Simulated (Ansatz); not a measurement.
`F[Si](Cl)(Cl)O[SiH3]` + HI → `F[Si](Cl)(Cl)I` + silanol at 298.15 K and 1 bar (ligand exchange at the Si–O bond).

Isolated molecules relaxed with PBE0-D4/def2-TZVP in Ansatz; ΔE leaves out vibrations. CCSD(T)/CBS is the MP2 limit (def2-TZVPP, def2-QZVPP) plus CCSD(T) − MP2 in def2-TZVPP, frozen cores. Elements past krypton have def2 core potentials. For I outer-core shells are correlated without core-valence functions, which leaves a few kJ/mol of doubt a bond. One conformer a species, not always the lowest.

```json
{"species": "`F[Si](Cl)(Cl)O[SiH3]`", "CCSD(T)/CBS energy (Eh)": "-1674.75713", "H − E (kJ/mol)": "123.4", "S (J/(mol·K))": "416.1"}
{"species": "HI", "CCSD(T)/CBS energy (Eh)": "-298.03592", "H − E (kJ/mol)": "22.7", "S (J/(mol·K))": "206.5"}
{"species": "`F[Si](Cl)(Cl)I`", "CCSD(T)/CBS energy (Eh)": "-1606.08071", "H − E (kJ/mol)": "40.0", "S (J/(mol·K))": "361.7"}
{"species": "`O[SiH3]`", "CCSD(T)/CBS energy (Eh)": "-366.69042", "H − E (kJ/mol)": "113.6", "S (J/(mol·K))": "257.8"}
```

H − E and S are ideal-gas, rigid-rotor, harmonic terms from PBE0-D4/def2-TZVP, for one conformer and one mirror image of each species. 1 Eh = 2625.50 kJ/mol, R = 8.31446 J/(mol·K).

Problem. By hand: ΔE, ΔH, ΔS and ΔG.

Solution. ΔE = (-1606.08071) + (-366.69042) − (-1674.75713) − (-298.03592) = 0.02192 Eh = 57.6 kJ/mol. Δ(H − E) = 40.0 + 113.6 − 123.4 − 22.7 = 7.5, so ΔH = 65.1 kJ/mol. ΔS = 361.7 + 257.8 − 416.1 − 206.5 = -3.1 J/(mol·K). ΔG = 65.1 − 298.15 × (-3.1)/1000 = 66.0 kJ/mol.

Problem. By hand: the equilibrium constant, and the temperature at which ΔG would vanish if ΔH and ΔS stayed fixed.

Solution. log₁₀ K = −ΔG/(RT ln 10) = -11.6. ΔH and −TΔS have one sign here, so there is no such temperature. One of them is within its doubt of zero, so this could turn.

The number of gas molecules stays the same, so ΔS is small and ΔH decides. A doubt of 5 kJ/mol in ΔE shifts log₁₀ K by 0.9 here. Other conformers and mirror images would add mixing entropy, several J/(mol·K) or more a flexible species. Modes under 60 cm⁻¹, often nearly free rotors, make the harmonic entropy too high. These are equilibria of isolated gas molecules and say nothing of rates. Largest T1 diagnostic: 0.011 (customary marks: 0.02 for closed shells, 0.045 for open ones).
